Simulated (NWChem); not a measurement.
A series in which one site is exchanged, each optimised at PBE0/def2-SVP with NWChem, gas phase unless a solvent is named. Some are not confirmed as minima by frequencies. def2 effective core potentials on In, Sb, La; no spin-orbit coupling.

A: [F][Sc]([Cl])[Cl] (ScCl₂F; site = Sc)
B: [F][La]([Cl])[Cl] (LaCl₂F; site = La)
C: [Sb]([Cl])([F])[Cl] (SbCl$_{2}$F; site = Sb)
D: [In]([F])([Cl])[Cl] (InCl2F; site = In)

Q: Rank them by orbital gap (eV), PBE0/def2-SVP, lowest first.

A: B (5.96), A (6.11), D (6.35), C (6.81)
